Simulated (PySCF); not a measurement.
## Unknown compound

Molecular formula: C4H12O2Si3. Simulated spectra:

¹H NMR (500 MHz, computed): δ 4.60 (s, 1H), 4.23 (s, 3H), 4.07 (m, 1H), 3.92 (m, 3H), 2.05 (br s, 1H), 1.51 (d, 3H).

¹³C{¹H} NMR (computed): δ 122.5 (C), 106.4 (C), 59.7 (CH), 23.8 (CH3).

PySCF 2.14 calculation with geometry from GFN2-xTB and σ from GIAO-PBE0/pcSseg-1; no relativistic terms, in vacuum, one computed conformer, rapidly exchanging positions averaged.

Referencing at the same level of theory: TMS for ¹H (σref 31.72) and ¹³C (σref 186.93).

Q: Which of these isomers gave the spectra?
A. C[C@@H]([SiH3])O[Si@H](O)C#C[SiH3]
B. C=C(C=O)[Si@H](O[SiH3])[SiH2]C
C. C=C([SiH2]C([SiH3])[SiH3])C(=O)O
D. CC(=O)[SiH2]C([SiH3])([SiH3])C=O

A: A. 

1. The formula gives 2 degrees of unsaturation (no ring in the answer).
2. 4 carbon signals for 4 carbons: no two carbons are equivalent.
3. Carbon types of the structure: 2 × C, 1 × CH, 1 × CH3, leaving 8 H on heteroatoms.
4. δC 122.5, 106.4: alkyne carbon.
5. δC 59.7: sp3 CH bonded to O and Si; pulled downfield by the heteroatom.
6. δC 23.8: methyl carbon; a saturated carbon with 1 carbon neighbour and no heteroatom attached.
7. δH 4.07: hydrogen on an sp3 CH bonded to O and Si; its carbon carries O, hence the downfield position.
8. δH 2.05: hydrogen on an oxygen bonded to Si; labile proton, position sensitive to the medium.

The others: CC(=O)[SiH2]C([SiH3])([SiH3])C=O would give 4 signals for carbon-bound and other non-exchanging H, not 5; C=C([SiH2]C([SiH3])[SiH3])C(=O)O has carbons computed at 175.8, 152.8, 144.0, -20.1, with a different DEPT pattern; C=C(C=O)[Si@H](O[SiH3])[SiH2]C would give 8 signals for carbon-bound and other non-exchanging H, not 5.

Exchangeable OH/NH protons stand at their gas-phase positions; hydrogen bonding in a real sample shifts them, mostly to higher δ. Shifts are as computed. Against solution values, carbons near 30 ppm lie about +3 ppm off and those near 130 ppm about +5 ppm. Of 1211 compounds with measured shifts, 218 miss one by over three times the rms of a fit or turn the order of signals round; such compounds aren't used in these exercises. No couplings were computed; multiplicities are counted from neighbouring protons, with m where these are inequivalent, close in shift, in a saturated or five-membered ring or joined by F or P, and br s for small geminal =CH2 splittings.
